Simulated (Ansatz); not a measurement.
K4Bi2⁺. The state is a doublet with charge 1. Geometry r2SCAN-D4/def2-SVP.

Cartesian coordinates in Å:
```
K 1.107 2.517 -1.624
K 0.035 -2.800 -1.722
K 2.532 0.761 3.003
K -2.774 -0.586 1.432
Bi -1.487 0.323 -1.630
Bi 0.586 -0.216 0.541
```

In the def2 sets Bi takes a core potential; there is no spin–orbit coupling. The structure comes from a short search, and lower isomers may exist.

Task: Estimate the α-spin orbital energies around the gap (eV) in Ansatz with r2SCAN-D4/def2-TZVP, B97M-V/def2-TZVP, PBE0-D4/def2-SVP, PBE0-D4/def2-TZVP, BHLYP-D4/def2-TZVP.

Result: 
```csv
orbital,r2SCAN-D4/def2-TZVP,B97M-V/def2-TZVP,PBE0-D4/def2-SVP,PBE0-D4/def2-TZVP,BHLYP-D4/def2-TZVP
HOMO−9,-21.36,-21.71,-22.98,-22.77,-24.65
HOMO−8,-21.29,-21.65,-22.92,-22.71,-24.61
HOMO−7,-21.28,-21.64,-22.91,-22.70,-24.60
HOMO−6,-15.70,-15.39,-16.88,-16.89,-18.27
HOMO−5,-14.22,-13.90,-15.27,-15.30,-16.48
HOMO−4,-6.81,-6.75,-7.46,-7.46,-8.00
HOMO−3,-6.58,-6.52,-7.23,-7.26,-7.81
HOMO−2,-6.33,-6.34,-7.04,-7.07,-7.64
HOMO−1,-5.34,-5.27,-5.86,-5.92,-6.43
HOMO,-5.04,-5.07,-5.63,-5.69,-6.19
LUMO,-3.82,-4.26,-3.82,-3.82,-3.40
LUMO+1,-3.29,-3.80,-3.34,-3.33,-2.94
LUMO+2,-2.81,-3.30,-2.84,-2.84,-2.51
LUMO+3,-2.62,-3.23,-2.80,-2.78,-2.47
LUMO+4,-2.54,-2.90,-2.41,-2.44,-1.84
LUMO+5,-2.12,-2.64,-2.09,-2.10,-1.66
β HOMO,-4.91,-4.90,-5.46,-5.53,-6.03
β LUMO,-4.36,-4.49,-3.99,-4.03,-3.46
```
